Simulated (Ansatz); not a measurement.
One change: `CC(=O)O[Si](F)(OC(C)=O)OC(C)=O` becomes `CC(=O)O[Si](OC(C)=O)(OC(C)=O)OC(C)=O`.

Ansatz, PBE0-D4/def2-TZVP geometries, multiplicity 1. Each molecule was computed in one conformer, which needn't be the lowest.

| property | `CC(=O)O[Si](F)(OC(C)=O)OC(C)=O` |
| --- | --- |
| HOMO–LUMO gap (ωB97M-V/def2-TZVPP) / eV | 12.60 |
| HOMO energy (B3LYP/def2-TZVPP) / eV | -8.08 |
| HOMO energy (ωB97M-V/def2-TZVPP) / eV | -10.77 |
| LUMO energy (PBE/def2-TZVPP) / eV | -1.57 |
| LUMO energy (ωB97M-V/def2-TZVPP) / eV | 1.83 |
| HOMO energy (PBE0/def2-TZVPP) / eV | -8.34 |

(1) What does the change do to each property? (Estimate.)

Answers

(1) Computed: 
```
                               property  `CC(=O)O[Si](OC(C)=O)(OC(C)=O)OC(C)=O`  shift
HOMO–LUMO gap (ωB97M-V/def2-TZVPP) / eV                                   12.71   0.11
    HOMO energy (B3LYP/def2-TZVPP) / eV                                   -7.99   0.09
  HOMO energy (ωB97M-V/def2-TZVPP) / eV                                  -10.68   0.09
      LUMO energy (PBE/def2-TZVPP) / eV                                   -1.38   0.19
  LUMO energy (ωB97M-V/def2-TZVPP) / eV                                    2.03   0.20
     HOMO energy (PBE0/def2-TZVPP) / eV                                   -8.24   0.10
```

With PBE0 the HOMO rises by 0.10 eV and the LUMO rises by 0.20 eV, so the gap widens by about 0.10 eV. PBE moves the HOMO by 0.08 eV and ωB97M-V by 0.09 eV.

B3LYP here is the variant with VWN-RPA as its local correlation; programs differ in this.
